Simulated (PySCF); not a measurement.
# Identify the compound

Molecular formula: C$_{7}$H$_{9}$N. Simulated spectra:

1H NMR (400 MHz, computed): δ 7.02 (m, 2H), 6.45 (m, 2H), 5.15 (br s, 1H), 4.68 (br s, 1H), 2.25 (s, 3H).

13C{1H} NMR (computed): δ 145.8 (C), 120.1 (CH, 2C), 116.8 (CH, 2C), 97.9 (CH2), 23.2 (CH3).

[PySCF 2.14: geometry: GFN2-xTB; shielding tensors at PBE0/pcSseg-1 (GIAO); fast rotation and ring inversion assumed for equivalent nuclei; no relativistic terms; one computed conformer; in vacuum]

References, each an isolated molecule treated in the same way: 1H and 13C vs TMS.

**Question.** Which of these isomers gave the spectra?
A. C=C(C)n1cccc1
B. CCc1ccccn1
C. C=C[C@H](C)/C=C/C#N
D. C=NCC1=CCC=C1

**Answer.** A. 

- The formula gives 4 degrees of unsaturation (1 ring in the answer).
- 5 carbon signals for 7 carbons: some carbons are equivalent by symmetry or fast rotation.
- Carbon types of the structure: 1 × C, 4 × CH, 1 × CH2, 1 × CH3, which accounts for all hydrogens.
- δC 145.8: fully substituted alkene carbon; as expected for a trigonal carbon in a double bond.
- δC 120.1: aromatic CH next to a ring nitrogen.
- δC 116.8: aromatic CH.
- δC 97.9: terminal =CH2 carbon.
- δH 7.02: hydrogen on an aromatic CH next to a ring nitrogen; it sits in the deshielding region of the aromatic ring current.

The others: C=NCC1=CCC=C1 would give 7 carbon signals, not 5; CCc1ccccn1 would give 7 carbon signals, not 5; C=C[C@H](C)/C=C/C#N would give 7 carbon signals, not 5.

Shifts are as computed. Against solution values, carbons near 30 ppm lie about +3 ppm off and those near 130 ppm about +5 ppm. Of 1211 compounds with measured shifts, 218 miss one by over three times the rms of a fit or turn the order of signals round; such compounds aren't used in these exercises. No couplings were computed; multiplicities are counted from neighbouring protons, with m where these are inequivalent, close in shift, in a saturated or five-membered ring or joined by F or P, and br s for small geminal =CH2 splittings.
